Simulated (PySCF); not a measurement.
Bi(Cl)2(Me) (CH3BiCl2), SMILES [CH3][Bi]([Cl])[Cl].

The structure is a stationary point at B3LYP-D3(BJ)/def2-SVP. The structure was generated by enumeration; whether it is a known compound was not checked. The def2 effective core potentials stand for the cores of Bi; spin–orbit coupling is left out.

Level of theory: TDDFT-M06-2X/def2-SVPD run with PySCF.

Vertical excitations. The molecule is in vacuum. State labels are in the subgroup Cs.

Computed lowest excited states:
| state | symmetry | energy (eV) | λ (nm) | f | main pairs |
|---|---|---|---|---|---|
| S1 | A' | 4.48 | 276 | 0.022 | HOMO→LUMO 97 % |
| S2 | A" | 4.86 | 255 | 0.019 | HOMO→LUMO+1 94 % |
| S3 | A" | 5.53 | 224 | 0.007 | HOMO−1→LUMO 70 %, HOMO−2→LUMO+1 21 % |
| S4 | A' | 5.63 | 220 | 0.023 | HOMO−2→LUMO 70 %, HOMO−1→LUMO+1 20 % |
| S5 | A" | 5.69 | 218 | 0.007 | HOMO−3→LUMO 85 % |
| S6 | A' | 5.98 | 207 | 0.016 | HOMO−1→LUMO+1 33 %, HOMO−3→LUMO+1 28 %, HOMO−4→LUMO 24 %, HOMO−2→LUMO 10 % |
| S7 | A' | 6.14 | 202 | 0.002 | HOMO−1→LUMO+1 36 %, HOMO−3→LUMO+1 33 %, HOMO−2→LUMO 16 %, HOMO−4→LUMO 7 % |
| S8 | A' | 6.53 | 190 | 0.009 | HOMO−4→LUMO 54 %, HOMO−3→LUMO+1 34 % |
| S9 | A" | 6.60 | 188 | 0.077 | HOMO−2→LUMO+1 63 %, HOMO−6→LUMO 16 %, HOMO−1→LUMO 14 % |
| S10 | A' | 6.79 | 183 | 0.313 | HOMO→LUMO+2 93 % |
| T1 | A' | 3.91 | 317 | 0 | HOMO→LUMO 91 % |
| T2 | A" | 4.24 | 293 | 0 | HOMO→LUMO+1 89 % |
| T3 | A" | 5.17 | 240 | 0 | HOMO−1→LUMO 85 % |
| T4 | A' | 5.18 | 239 | 0 | HOMO−2→LUMO 77 % |
Triplets are in the Tamm–Dancoff approximation, which puts them higher than full response would, so one can lie above its singlet here.
